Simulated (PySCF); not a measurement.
Tb (terbium, neutral) across methods

[Xe] 4f9 5d1 6s1, one real determinant (an excited configuration). All numbers are calculated (PySCF 2.14, the spin-free X2C one-electron Hamiltonian (Gaussian nucleus), in x2c-TZVPPall).

```tsv
method	E (hartree)	mean ε 4f α (eV)	mean ε 5d α (eV)	mean ε 4f β (eV)	Σ⟨r²⟩ (bohr²)	⟨S²⟩
PBE	-11708.22	-2.758	-1.428	0.451	77.04	15.756
PBE0	-11708.09	-5.475	-2.066	-1.713	76.72	15.754
UHF	-11704.07174	-13.472	-3.641	-7.752	79.34	15.758
r2SCAN	-11708.47	-2.728	-1.582	0.696	76.15	15.756
LDA	-11699.90	-2.993	-1.404	0.502	76.43	15.754
```

⟨L²⟩ = 30.02 against 56 for a pure K term, so this real determinant mixes terms. Spin-orbit coupling, absent here, splits the open shell strongly.

The highest occupied level is positive at PBE, r2SCAN, LDA: only the finite basis holds that electron, which in a density functional comes from self-interaction.
